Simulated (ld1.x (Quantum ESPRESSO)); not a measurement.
Transferability test, TM potential for niobium

* Element: niobium (Nb)
* Generator: ld1.x (Quantum ESPRESSO) 7.5
* Type: norm-conserving Troullier–Martins (Kleinman–Bylander form)
* Functional: LDA (PZ)
* Relativity: fully relativistic
* Frozen core: [Ar] 3d10
* Valence charge: 13
* Reference configuration: 4s2 4p6 4d3 5s2 5p0
* Partial waves: 4s (bound): rc 1.90 bohr; 4p (bound): rc 1.15 bohr; 4d (bound): rc 2.40 bohr
* Local potential: all-electron potential smoothed inside 1.80 bohr (lloc = -1)
* Core correction: none

Open shells are filled in proportion to 2j + 1 (rel_dist='average').

Occupied shells without a wave of their own: 5s. They enter only through the test configuration that unscreens the potential.

Energies are relative to the spin-unpolarised reference configuration 4s2 4p6 4d3 5s2 5p0; without spin polarisation the order of configurations can differ from experiment.

```json
{"valence configuration": "4s2 4p6 4d4 5s1 5p0", "charge": "0", "ΔE all-electron (eV)": "0.561", "error AE − PS (meV)": "-95"}
{"valence configuration": "4s2 4p6 4d3 5s0 5p0", "charge": "+2", "ΔE all-electron (eV)": "21.753", "error AE − PS (meV)": "-420"}
{"valence configuration": "4s2 4p6 4d4 5s0.5 5p0", "charge": "+0.5", "ΔE all-electron (eV)": "3.326", "error AE − PS (meV)": "-166"}
{"valence configuration": "4s2 4p6 4d4.5 5s0.5 5p0", "charge": "0", "ΔE all-electron (eV)": "1.145", "error AE − PS (meV)": "-129"}
{"valence configuration": "4s2 4p6 4d4 5s0 5p1", "charge": "0", "ΔE all-electron (eV)": "3.607", "error AE − PS (meV)": "-253"}
{"valence configuration": "4s2 4p6 4d3 5s1 5p1", "charge": "0", "ΔE all-electron (eV)": "3.381", "error AE − PS (meV)": "-186"}
```

Task: What are ΔE and the potential's error for 4s2 4p6 4d4 5s0 5p0?

Result: ΔE = 7.478 eV all-electron; the error (AE − PS) is -258 meV.

The 5s level has no wave, so the channel is fitted at the deeper level alone: the likely source of the large errors.

Note: ghost state, extra bound levels that the all-electron valence spectrum of the same l lacks: p1/2 at -3839.4 eV. A true bound ghost makes a file unfit for plane-wave use.
